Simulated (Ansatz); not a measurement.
System: AuH, charge 0, multiplicity 1. 
Coordinates optimised at B3LYP-D3(BJ)/def2-TZVP (Ansatz, an electronic-structure program):
```
Au
H 1 1.5467
```

Dipole moments at this geometry, in debye (magnitudes).

```tsv
level	program	dipole (D)
SVWN5/def2-TZVPD	Ansatz	0.94
PBE/def2-TZVPD	Ansatz	1.14
BLYP/def2-TZVPD	Ansatz	1.11
B97M-V/def2-TZVPD	Ansatz	___
r2SCANh/def2-TZVPD	Ansatz	1.39
r2SCAN0/def2-TZVPD	Ansatz	1.55
CAM-B3LYP/def2-TZVPD	Ansatz	1.62
LC-wPBE/def2-TZVPD	Ansatz	1.98
CCSD(T)/def2-SVPD	Ansatz	___
```

**Question.** Fill in the missing entries.

**Answer.** 
- B97M-V/def2-TZVPD, dipole (D): 1.51
- CCSD(T)/def2-SVPD, dipole (D): 1.49
